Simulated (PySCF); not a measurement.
# Ionising RbBe

PBE0; basis Rb def2-SVP with ECP28, Be def2-SVP; scalar-relativistic core potentials; PySCF 2.14. Neutral (UKS): doublet (σ ↑), Re = 3.582 Å, ωe = 151 cm⁻¹, De = 0.28 eV, HOMO -2.93 eV, LUMO -1.25 eV.

RbBe⁺ (UKS): singlet (closed shell), Re = 3.710 Å, ωe = 120 cm⁻¹, De = 0.20 eV to Rb⁺ + Be. The energies at the minima are -38.71034 hartree for RbBe and -38.55283 for RbBe⁺.

**Question.** Work out the adiabatic ionisation energy, without and with harmonic zero-point energies (1 hartree = 27.2114 eV, 1 eV = 8065.5 cm⁻¹), and the change of the bond length.

**Answer.** At PBE0: 0.15751 hartree = 4.286 eV between the minima; the zero-point term (120.0 − 151.0)/2 cm⁻¹ = -0.002 eV makes it 4.284 eV. Re changes by +12.8 pm against the neutral. The electron leaves a σ orbital; in so polar a molecule the change of length follows mostly from the change of the ionic charges.

Closed-shell solutions of metal pairs were not tested for spin polarisation, which can lower them a little. Weak bonds: RbBe, RbBe⁺. Basis-set superposition, not corrected here, can be much of De in a small basis, most of all at correlated wavefunction levels. For an ion De counts to the pair picked by the measured ionisation energies or electron affinities, which need not be the lowest pair at this level. States were picked by a PBE0 search and need not be the measured ground states.
